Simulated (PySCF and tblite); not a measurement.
Conformer ensemble of C3H5NO2S, numbered as in [O:1]=[S@:2]1[CH2:3][CH:4]=[N:5][CH2:6][O:7]1

Geometries GFN2-xTB; weights from PBE0-D3(BJ)/pcSseg-1 (IEF-PCM, acetonitrile) energies and GFN2-xTB thermal corrections, with symmetry numbers and mirror pairs. Conformers within 3 kcal/mol (GFN2-xTB free energy) were kept, 10 at most. GIAO shieldings: PBE0/pcSseg-1 (IEF-PCM, acetonitrile). Shifts are against TMS (¹H), TMS (¹³C), NH3 (¹⁵N) at the same level; of two unlike H on one atom, a is the less shielded. (PySCF 2.14, tblite 0.8.)

The 6-ring runs over atoms 2–3–4–5–6–7.

```
conformer                                                     shape  symmetry  E(GFN2) kcal/mol  E(DFT) kcal/mol  G(298.15 K) kcal/mol  weight %  dipole D
        1  6-ring envelope (ring torsions 29, -1, 7, -48, 65, -53°)        C1              0.00             0.00                  0.00      99.5      3.95
        2  6-ring envelope (ring torsions -31, 0, -1, 40, -61, 53°)        C1              0.52             3.28                  3.15       0.5      3.68
```

Weights (%) against temperature:

```json
{"T (K)": "180", "1": "100.0", "2": "0.0", "S(mix) cal/mol/K": "0.00"}
{"T (K)": "230", "1": "99.9", "2": "0.1", "S(mix) cal/mol/K": "0.01"}
{"T (K)": "298.15", "1": "99.5", "2": "0.5", "S(mix) cal/mol/K": "0.06"}
{"T (K)": "330", "1": "99.2", "2": "0.8", "S(mix) cal/mol/K": "0.10"}
{"T (K)": "400", "1": "98.0", "2": "2.0", "S(mix) cal/mol/K": "0.19"}
```

Averaged shifts at 298.15 K. ¹H: 8.19 (H4, 1H), 6.28 (H6a, 1H), 6.06 (H6b, 1H), 3.41 (H3a, 1H), 3.39 (H3b, 1H) ppm. ¹³C: 161.9 (C4), 75.3 (C6), 58.6 (C3) ppm. ¹⁵N: 362.4 (N5) ppm.

Coordinates of conformer 1 (Å):

```xyz
12

O    -0.314    1.801    1.178
S    -0.299    0.418    1.594
C    -1.306   -0.474    0.293
C    -0.656   -0.210   -1.025
N     0.561    0.013   -1.238
C     1.529    0.071   -0.212
O     1.121   -0.289    1.092
H    -2.332   -0.116    0.311
H    -1.271   -1.530    0.558
H    -1.301   -0.174   -1.897
H     1.921    1.099   -0.209
H     2.347   -0.610   -0.471
```

Coordinates of conformer 2 (Å):

```xyz
12

O    -0.837    2.653    0.055
S    -0.653    1.370   -0.566
C     1.057    0.794   -0.054
C     1.108   -0.681   -0.252
N     0.151   -1.491   -0.144
C    -1.166   -1.095    0.188
O    -1.409    0.271    0.428
H     1.142    1.066    0.998
H     1.820    1.311   -0.630
H     2.059   -1.118   -0.540
H    -1.450   -1.619    1.109
H    -1.820   -1.461   -0.618
```

Unscaled ¹⁵N shifts at such levels can be off by tens of ppm; differences between conformers or isomers are more reliable. Shifts are unscaled: against experiment ¹³C can be off by 15 ppm or more and ¹H by 0.8 ppm.

Search and properties took 46 s on 1 thread of Intel Xeon Platinum 8259CL @ 2.50GHz, shared host (rough), launched as `OMP_NUM_THREADS=1 python ens_run.py task.json out`.


¹⁵N shifts are against a computed isolated NH3 molecule, about 20 ppm from the liquid.

Conformer gaps in pcSseg-1 on xTB geometries can be 2 kcal/mol off for S=O, P=O and other polar bonds.